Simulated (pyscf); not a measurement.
## O=Cr(=O)(OH)–OH, singlet

Gas-phase minimum from PySCF at ωB97X-D3(BJ)/def2-SVP, one conformer. 

```xyz
7

O     -0.0307     1.1659     1.3837
Cr    -0.1305    -0.3527     1.2418
O     -0.0737    -1.0335     2.6092
O      1.1927    -0.8806     0.2582
O     -1.6319    -0.7857     0.4969
H      1.5206    -1.7707     0.4557
H     -2.0127    -0.1125    -0.0860
```
Charge 0, spin multiplicity 1.

Bonds (Å): O1–Cr2 1.528, Cr2–O3 1.529, Cr2–O4 1.731, Cr2–O5 1.731, O4–H6 0.969, O5–H7 0.969. Angles (°): O1–Cr2–O3 110.9, O1–Cr2–O4 107.8, O1–Cr2–O5 110.2, O3–Cr2–O4 110.1, O3–Cr2–O5 107.8, O4–Cr2–O5 110.0, Cr2–O4–H6 115.0, Cr2–O5–H7 115.2.

Properties at ωB97X-D3(BJ)/def2-SVP:

* **Harmonic wavenumbers, unscaled**: 240, 295, 311, 340, 362, 381, 432, 767, 779, 806, 826, 1189, 1205, 3858, 3865 cm⁻¹
* **Zero-point energy**: 22.4 kcal/mol
* **Rotational symmetry number**: 2
* **Entropy of this conformer at 298 K and 1 atm, rigid rotor and harmonic oscillator, modes under 100 cm⁻¹ raised to 100**: 311.6 J/(mol K)
* **Dipole moment**: 1.86 D

Single-point totals, which compare only within one level:

```tsv
level	total energy (hartree)
ωB97X-D3(BJ)/def2-TZVP	-1346.74713
PBE/def2-TZVP	-1346.31681
r²SCAN/def2-TZVP	-1346.65838
B3LYP-D3(BJ)/def2-TZVP	-1346.80461
PBE0-D3(BJ)/def2-TZVP	-1346.22715
M06-2X/def2-TZVP	-1346.50839
ωB97M-D3(BJ)/def2-TZVP	-1346.82864
```
